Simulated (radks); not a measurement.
Problem. These are the eigenvalues of the occupied orbitals of an atom or ion with whole-number occupations (hartree). All-electron calculation, scalar-relativistic Kohn-Sham, PBE, spin-polarised, spherical densities, finite nucleus; Fermi nuclear charge, rms radius of each element as measured or else 0.836 A^(1/3) + 0.57 fm. Program: a radial shooting solver on a logarithmic mesh with Libxc functionals.

1s up: -115.1945
1s down: -115.1869
2s up: -11.42682
2s down: -11.42022
2p up: -8.96354
2p down: -8.95399
3s up: -1.36786
3s down: -1.32622
3p up: -0.83073
3p down: -0.79208

Which element is it, and in what charge state? The configuration may be excited. Open shells, if any, are filled with parallel spins first.

Solution. Z = 18, argon, charge +1: Ar+ in [Ne] 3s2 3p5. The list shows which subshells hold electrons but not how many an open one holds; the 1s level, -115.19 hartree, gives Z - s = 15.2 by -(Z - s)^2/2, which with screening and relativity narrows Z to a few neighbours, and the depths of the outer levels then fix element, charge and occupations together.
